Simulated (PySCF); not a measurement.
thiourea (CH4N2S), SMILES NC(N)=S. Atoms are numbered in the order given.

```xyz
8

N     -0.0508    -1.1499     1.0486
C      0.0000     0.0000     0.3151
N      0.0508     1.1499     1.0486
S      0.0000     0.0000    -1.3526
H      0.2684    -1.1599     2.0117
H      0.0485    -2.0095     0.5235
H     -0.2684     1.1599     2.0117
H     -0.0485     2.0095     0.5235
```
Charge 0, spin multiplicity 1.

Geometry: B3LYP-D3(BJ)/def2-SVP. One conformer was computed; it need not be the lowest.

Level of theory: ωB97X/def2-TZVPD run with PySCF.

Mulliken values depend strongly on the basis, most of all with diffuse functions as here. Atomic charges (e):

```json
[
 {"atom": "N1", "meta-Löwdin": "-0.41", "Mulliken": "-0.41"},
 {"atom": "C2", "meta-Löwdin": "0.20", "Mulliken": "0.40"},
 {"atom": "N3", "meta-Löwdin": "-0.41", "Mulliken": "-0.41"},
 {"atom": "S4", "meta-Löwdin": "-0.38", "Mulliken": "-0.45"},
 {"atom": "H5", "meta-Löwdin": "0.24", "Mulliken": "0.20"},
 {"atom": "H6", "meta-Löwdin": "0.26", "Mulliken": "0.23"},
 {"atom": "H7", "meta-Löwdin": "0.24", "Mulliken": "0.20"},
 {"atom": "H8", "meta-Löwdin": "0.26", "Mulliken": "0.23"}
]
```
